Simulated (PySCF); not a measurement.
Species: C4H6F3 (charge +1).
Bonds: C1–C2, C2–C3, C3–F4, C2–C5, C5–F6, C5–F7. Hydrogens: H8, H9, H10 on C1; H11, H12 on C3; H13 on C5.

Vertical excitations from PySCF (density fitting, frozen core in the response, grid level 2 and gas phase unless stated; continuum runs use non-equilibrium linear response for the excitations) on a GFN2-xTB geometry. Reference run:

```tsv
settings	S1, eV (f)	S2, eV (f)	S3, eV (f)	S4, eV (f)	S5, eV (f)	S6, eV (f)	T1, eV (Tamm–Dancoff)	mean α (au)
PBE0/def2-SVPD, full TDDFT, 6 singlets	3.87 (0.006)	4.86 (0.018)	4.95 (0.082)	5.48 (0.009)	5.91 (0.018)	6.13 (0.001)	3.33	50.0
```

What do these settings give: PBE0/6-31G*, grid level 3, full TDDFT, 6 singlets?

```
                                         settings    S1, eV (f)    S2, eV (f)    S3, eV (f)    S4, eV (f)    S5, eV (f)    S6, eV (f)  T1, eV (Tamm–Dancoff)  mean α (au)
PBE0/6-31G*, grid level 3, full TDDFT, 6 singlets  3.67 (0.006)  4.64 (0.010)  4.74 (0.083)  5.18 (0.010)  5.71 (0.024)  5.84 (0.000)                   3.14         44.5
```

S1 moves by -0.20 eV. States are counted by energy in each run and needn't keep their character from row to row.

All basis functions are spherical, in the Pople sets too.

Give the leading configurations of S1 (H = HOMO, L = LUMO) and the HOMO–LUMO gap of each run.

```tsv
settings	S1 configurations (weight)	S1 (eV)	orbital gap (eV)	S1 − gap (eV)
PBE0/def2-SVPD, full TDDFT, 6 singlets	H→L 0.98	3.87	5.45	-1.58
PBE0/6-31G*, grid level 3, full TDDFT, 6 singlets	H→L 0.98	3.67	5.24	-1.57
```

The values belong to the conformer `[CH3:1][C+:2]([CH2:3][F:4])[CH:5]([F:6])[F:7]`: C1–C2–C3–F4 -173°, C1–C2–C5–F6 -123°.
